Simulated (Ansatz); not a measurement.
Consider the redistribution: `N[CH2][Al]([OH])[OH]` + `C#CN[SiH3]` → `C#[C][Al]([OH])[OH]` + `NCN[SiH3]`.

Computed with Ansatz on PBE0-D4/def2-TZVP structures; ΔE is electronic, products minus reactants. CCSD(T)/CBS adds triple-zeta CCSD(T) − MP2 to the extrapolated MP2 energy (def2 sets, frozen cores). DFT in def2-TZVPP. B3LYP here is the variant with VWN-RPA as its local correlation; programs differ in this. One conformer a species, not always the lowest.

`N[CH2][Al]([OH])[OH]`:

```xyz
11

N    -1.702    0.201    0.188
C    -0.357    0.721    0.461
Al    0.991   -0.520   -0.250
O     2.649   -0.184   -0.332
O     0.505   -2.038   -0.826
H    -1.898    0.208   -0.804
H    -2.415    0.771    0.627
H    -0.194    1.764    0.147
H    -0.209    0.724    1.549
H     3.037    0.649   -0.072
H    -0.406   -2.296   -0.689
```

`C#CN[SiH3]`:

```xyz
9

C     2.182   -0.556    0.719
C     1.258   -0.220    0.025
N     0.196    0.146   -0.699
Si   -1.415    0.252   -0.046
H     3.006   -0.851    1.322
H     0.374    0.367   -1.666
H    -2.264    0.681   -1.184
H    -1.861   -1.064    0.473
H    -1.475    1.246    1.055
```

`C#[C][Al]([OH])[OH]`:

```xyz
8

C     1.003   -1.196    1.892
C     0.486   -0.667    0.935
Al   -0.305    0.213   -0.545
O    -0.222    1.890   -0.733
O    -1.110   -0.709   -1.701
H     1.456   -1.670    2.733
H     0.221    2.465   -0.112
H    -1.528   -0.325   -2.470
```

`NCN[SiH3]`:

Cartesian coordinates in Å:
```
N 0.073 0.029 2.068
C -0.548 0.209 0.773
N 0.140 -0.590 -0.204
Si 0.362 -0.145 -1.844
H -0.460 0.486 2.797
H 1.009 0.416 2.067
H -0.537 1.249 0.407
H -1.605 -0.074 0.882
H 0.213 -1.558 0.071
H -0.874 -0.144 -2.684
H 1.316 -1.115 -2.441
H 0.911 1.238 -1.892
```

(1) Is it downhill or uphill in electronic energy at CCSD(T)/CBS, and by how much? (Estimate.)

(2) What do these levels give: ωB97X-V, B3LYP, HF/def2-TZVPP, SCS-MP2/def2-TZVPP, CCSD(T)/def2-TZVPP, MP2/def2-QZVPP? (Best estimate.)

Largest T1 diagnostic among the species: 0.013.

Results:

(1) The calculation gave: Downhill: ΔE = -0.88 eV.

(2) Ansatz gave: ωB97X-V -0.78, B3LYP -0.74, HF/def2-TZVPP -0.95, SCS-MP2/def2-TZVPP -0.92, CCSD(T)/def2-TZVPP -0.90, MP2/def2-QZVPP -0.87 eV.

From PBE to PBE0 (25 % exact exchange), in def2-TZVPP and without D4, ΔE moves by −0.05 eV. In def2-TZVPP, CCSD(T) changes the Hartree–Fock value by +0.05 eV (the triples alone add +0.00 eV) and MP2 by +0.07 eV.
